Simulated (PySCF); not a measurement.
H2HfI2, singlet, at a GFN2-xTB geometry (such geometries of metal compounds can be far from the true shape) (core potentials on Hf, I); DF-PBE/def2-TZVP in PySCF.

PySCF was given this input:
```python
from pyscf import gto, scf, dft

mol = gto.Mole()
mol.atom = '''
    Hf   -0.76624572   -0.43211545    0.54355670
    I    -0.83512750    0.69617279   -2.02826489
    I     1.92918833   -0.07918979    1.25216386
    H    -1.75409959    0.60253026    1.62053960
    H    -1.06143269   -2.19031726    0.37673281
'''
mol.basis = 'def2-tzvp'
mol.ecp = {'Hf': 'def2-tzvp', 'I': 'def2-tzvp'}
mol.verbose = 4
mol.build()

mf = dft.RKS(mol)
mf.xc = 'pbe'
mf.grids.radi_method = dft.radi.gauss_chebyshev
mf = mf.density_fit(auxbasis='def2-universal-jkfit')
mf.kernel()
```

What the program printed (banner, timings and long lists left out):

```
PySCF version 2.14.0

[INPUT] verbose = 4
[INPUT] num. atoms = 5
[INPUT] num. electrons = 64
[INPUT] charge = 0
[INPUT] spin (= nelec alpha-beta = 2S) = 0
[INPUT] symmetry False subgroup None
[INPUT] Mole.unit = angstrom
[INPUT] Symbol           X                Y                Z      unit          X                Y                Z       unit  Magmom
[INPUT]  1 Hf    -0.766245720000  -0.432115450000   0.543556700000 AA   -1.447994554920  -0.816579854693   1.027173296172 Bohr   0.0
[INPUT]  2 I     -0.835127500000   0.696172790000  -2.028264890000 AA   -1.578162254093   1.315575908474  -3.832865150171 Bohr   0.0
[INPUT]  3 I      1.929188330000  -0.079189790000   1.252163860000 AA    3.645637586407  -0.149647014962   2.366246758478 Bohr   0.0
[INPUT]  4 H     -1.754099590000   0.602530260000   1.620539600000 AA   -3.314767820312   1.138617173163   3.062376018012 Bohr   0.0
[INPUT]  5 H     -1.061432690000  -2.190317260000   0.376732810000 AA   -2.005817083760  -4.139099747308   0.711921833038 Bohr   0.0

nuclear repulsion = 210.209692784846
number of shells = 54
number of NR pGTOs = 268
number of NR cGTOs = 152
basis = def2-tzvp
ecp = {'Hf': 'def2-tzvp', 'I': 'def2-tzvp'}

******** <class 'pyscf.df.df_jk.DFRKS'> ********
method = DFRKS
initial guess = minao
damping factor = 0
level_shift factor = 0
DIIS = <class 'pyscf.scf.diis.CDIIS'>
diis_start_cycle = 1
diis_space = 8
diis_damp = 0
SCF conv_tol = 1e-09
SCF conv_tol_grad = None
SCF max_cycles = 50
direct_scf = False
XC library pyscf.dft.libxc version 7.1.2
    S. Lehtola, C. Steigemann, M. J. T. Oliveira, and M. A. L. Marques,  SoftwareX 7, 1–5 (2018)
XC functionals = pbe
    J. P. Perdew, K. Burke, and M. Ernzerhof,  Phys. Rev. Lett. 77, 3865 (1996)
    J. P. Perdew, K. Burke, and M. Ernzerhof,  Phys. Rev. Lett. 78, 1396 (1997)
    J. P. Perdew, K. Burke, and M. Ernzerhof,  Phys. Rev. Lett. 77, 3865 (1996)
    J. P. Perdew, K. Burke, and M. Ernzerhof,  Phys. Rev. Lett. 78, 1396 (1997)
radial grids: Gauss-Chebyshev [JCP 108, 3226 (1998); DOI:10.1063/1.475719) radial grids
becke partition: Becke, JCP 88, 2547 (1988); DOI:10.1063/1.454033
pruning grids: <function nwchem_prune>
grids dens level: 3
symmetrized grids: False
atomic radii adjust function: <function treutler_atomic_radii_adjust>
small_rho_cutoff = 0
Set gradient conv threshold to 3.16228e-05
Initial guess from minao.
tot grids = 82920
init E= -541.755765277772
  HOMO = -0.939479460144312  LUMO = -0.920669626145406  gap/eV = 0.51184
cycle= 1 E= -640.148421952209  delta_E= -98.4  |g|=  5.3  |ddm|= 27.7
  HOMO = -0.00307849396071003  LUMO = 0.0159485032084081  gap/eV = 0.51775
cycle= 2 E= -625.666820593637  delta_E= 14.5  |g|= 8.18  |ddm|= 22.4
  HOMO = -0.026808475174545  LUMO = 0.0237190751812566  gap/eV = 1.37492
cycle= 3 E= -638.586194057965  delta_E= -12.9  |g|= 2.99  |ddm|= 29.6
  HOMO = -0.296436662645409  LUMO = -0.272143539881932  gap/eV = 0.66105
cycle= 4 E= -632.584497001176  delta_E=    6  |g|= 5.77  |ddm|= 23.3
  HOMO = -0.257592978701019  LUMO = -0.237468716234911  gap/eV = 0.54761
cycle= 5 E= -642.578586352085  delta_E= -9.99  |g|= 2.73  |ddm|= 3.67
  HOMO = -0.250551895848012  LUMO = -0.245518367808737  gap/eV = 0.13697
cycle= 6 E= -642.213827011542  delta_E= 0.365  |g|= 3.02  |ddm|= 0.975
  HOMO = -0.257926899231352  LUMO = -0.253315678802409  gap/eV = 0.12548
cycle= 7 E= -639.578226864383  delta_E= 2.64  |g|= 4.06  |ddm|= 2.05

WARN: HOMO -0.257326778669016 == LUMO -0.256803435968408

cycle= 8 E= -641.028567629528  delta_E= -1.45  |g|= 3.69  |ddm|= 2.01
  HOMO = -0.255843536616307  LUMO = -0.222628139941063  gap/eV = 0.90384
cycle= 9 E= -643.52673867388  delta_E= -2.5  |g|= 2.06  |ddm|= 1.08
  HOMO = -0.229594986029974  LUMO = -0.201570076727936  gap/eV = 0.76260
cycle= 10 E= -644.330843361061  delta_E= -0.804  |g|= 1.03  |ddm|= 0.992
  HOMO = -0.224786537181008  LUMO = -0.141211087435801  gap/eV = 2.27420
cycle= 11 E= -644.657768709398  delta_E= -0.327  |g|= 0.367  |ddm|= 1.31
  HOMO = -0.232336616349312  LUMO = -0.0974613094140763  gap/eV = 3.67014
cycle= 12 E= -644.668205913566  delta_E= -0.0104  |g|= 0.349  |ddm|= 0.933
  HOMO = -0.249264402179099  LUMO = -0.12640282159187  gap/eV = 3.34323
cycle= 13 E= -644.712850961628  delta_E= -0.0446  |g|= 0.0384  |ddm|= 0.416
  HOMO = -0.247958756770158  LUMO = -0.129011597626012  gap/eV = 3.23672
cycle= 14 E= -644.713186972584  delta_E= -0.000336  |g|= 0.03  |ddm|= 0.0841
  HOMO = -0.248876901161468  LUMO = -0.128620789510935  gap/eV = 3.27234
cycle= 15 E= -644.713411235173  delta_E= -0.000224  |g|= 0.00873  |ddm|= 0.0291
  HOMO = -0.248831980528201  LUMO = -0.128235269889508  gap/eV = 3.28160
cycle= 16 E= -644.713425520859  delta_E= -1.43e-05  |g|= 0.00126  |ddm|= 0.00795
  HOMO = -0.248781578595211  LUMO = -0.128246418750379  gap/eV = 3.27993
cycle= 17 E= -644.713425825959  delta_E= -3.05e-07  |g|= 0.000385  |ddm|= 0.00155
  HOMO = -0.248791087995277  LUMO = -0.128240572616941  gap/eV = 3.28035
cycle= 18 E= -644.713425856714  delta_E= -3.08e-08  |g|= 0.000114  |ddm|= 0.000447
  HOMO = -0.248793218881048  LUMO = -0.128236123290383  gap/eV = 3.28053
cycle= 19 E= -644.713425859459  delta_E= -2.75e-09  |g|= 2.99e-05  |ddm|= 0.000112
  HOMO = -0.248791348458547  LUMO = -0.12823599969985  gap/eV = 3.28048
cycle= 20 E= -644.713425859629  delta_E= -1.7e-10  |g|= 6.32e-06  |ddm|= 3.28e-05
  HOMO = -0.248792327961625  LUMO = -0.128237288853712  gap/eV = 3.28047
Extra cycle  E= -644.713425859611  delta_E= 1.76e-11  |g|= 1.1e-05  |ddm|= 1.74e-05
converged SCF energy = -644.713425859611
```
